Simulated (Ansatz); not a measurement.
# Two structures, one formula

Two relaxed structures of Si2H3ClO, singlet (PBE0-D4/def2-TZVP; forces vanish, vibrations not checked).

A:

```
7
angstrom
O -1.1425 1.3587 -0.4945
Si -0.3931 -0.0524 -0.2069
Si 1.7640 -0.2973 0.3429
Cl -1.4873 -1.5131 -1.1453
H -1.9442 1.3679 -1.0242
H 1.7081 0.7231 1.4512
H 1.4949 -1.5868 1.0768
```

B:

```xyz
7
angstrom
O -0.4783 1.0240 -1.0281
Si -0.8137 0.1862 0.3594
Si 1.4994 -0.3172 0.9056
Cl 2.8841 0.4214 -0.4383
H -1.2494 1.3655 -1.4902
H 1.8397 0.2326 2.2502
H 1.6964 -1.7937 0.9889
```

Ansatz 0.2.0; basis: def2-TZVPP; cores frozen in the correlated methods. B3LYP uses VWN-RPA correlation.

**Question.** Which structure is lower at CCSD(T), and by how much? (An estimate is asked for; the value comes from the calculation.)

**Answer.** The calculation gives: B, by 0.040 eV (electronic energy, against the other); a gap this small isn't resolved in one triple-zeta basis. By their contacts, A is Si₂H₃ClO ([OH][Si]([SiH2])[Cl]) and B is Si₂H₃ClO ([OH][Si][SiH2][Cl]).

**Question.** Do the other methods give the same order? (A judgement: the text doesn't fix the answer.)

**Answer.** By the calculation: Not all: PBE-D4, r2SCAN-D4, PBE0-D4, B3LYP-D4, MP2 give the other order.

```tsv
method	E(B) − E(A) (eV)
PBE-D4	0.175
r2SCAN-D4	0.185
PBE0-D4	0.075
B3LYP-D4	0.006
wB97M-V	-0.071
HF	-0.423
MP2	0.020
CCSD	-0.131
CCSD(T)	-0.040
```

The T1 diagnostic stays at or below 0.018. The restricted Hartree–Fock reference is unstable towards an unrestricted one at one or more of these structures.

Labels in which every atom is bracketed show which atoms are joined, not bond orders.

For scale, one of the runs: CCSD(T)/def2-TZVPP, 199 basis functions, launched by `ansatz run in.yaml --threads 2 --pin off --events-out ev --progress --plain --max-ram 4352MiB`. Hardware: 2 CPU threads of an Arm Neoverse V1, shared host. Wall time 79 s; peak host memory 2.1 GiB.
